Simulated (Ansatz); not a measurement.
`[SiH3][Sb][Cl]` radical from Hartree–Fock to CCSD(T)

Z-matrix (Å, degrees):
```
Si
Sb 1 2.577
H 1 1.486 2 109.7
H 1 1.486 2 109.8 3 -120.5
H 1 1.489 2 108.8 3 119.7
Cl 2 2.359 1 91.8 3 60.2
```

The species carries charge 0 and has multiplicity 2. Correlated methods include outer-core shells of Sb, which these sets cover unevenly. Sb: def2 effective core potential. Geometry: relaxed with PBE0-D4/def2-TZVP. Frozen core, unrestricted reference, Ansatz.

```json
{"basis": "def2-SVP", "HF (Eh)": "-989.23111", "MP2 corr.": "-0.32645"}
{"basis": "def2-TZVPP", "HF (Eh)": "-989.50430", "MP2 corr.": "-0.63752"}
{"basis": "def2-QZVPP", "HF (Eh)": "-989.52863", "MP2 corr.": "-0.90599"}
```

(1) Estimate the CCSD correlation energy and the (T) correction in each basis where they were run (hartree).

Results:

(1) 
```tsv
basis	CCSD corr.	(T)
def2-SVP	-0.37330	-0.00988
def2-TZVPP	-0.67011	-0.02353
```
